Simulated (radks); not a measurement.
Results of a calculation; reference values are marked as such.
Question: Species: P4+. Configuration: [Ne] 4f1 (not the ground configuration). Code: a radial shooting solver on a logarithmic mesh with Libxc functionals. Model: scalar-relativistic Kohn-Sham, XLYP, spin-polarised, spherical densities, finite nucleus; open shells are filled with parallel spins first; Fermi nuclear charge, rms radius 3.1889 fm. Some entries of the table are withheld. Estimate them.

orbital  occ.  eigenvalue (hartree)  <1/r> (bohr^-1)  r(max) (bohr)
1s up       1             -79.25527            14.65        0.06761
1s down     1             -79.25519            14.65        0.06761
2s up       1              -8.83653            2.843         0.4172
2s down     1              -8.83638            2.842         0.4172
2p down     3                   (1)              (2)         0.3515
2p up       3                   (3)              (4)         0.3515
4f up       1                   (5)           0.3185          3.126

Answer: 
(1) 2p down eigenvalue (hartree): -7.03476
(2) 2p down <1/r> (bohr^-1): 2.738
(3) 2p up eigenvalue (hartree): -7.03468
(4) 2p up <1/r> (bohr^-1): 2.739
(5) 4f up eigenvalue (hartree): -0.69743
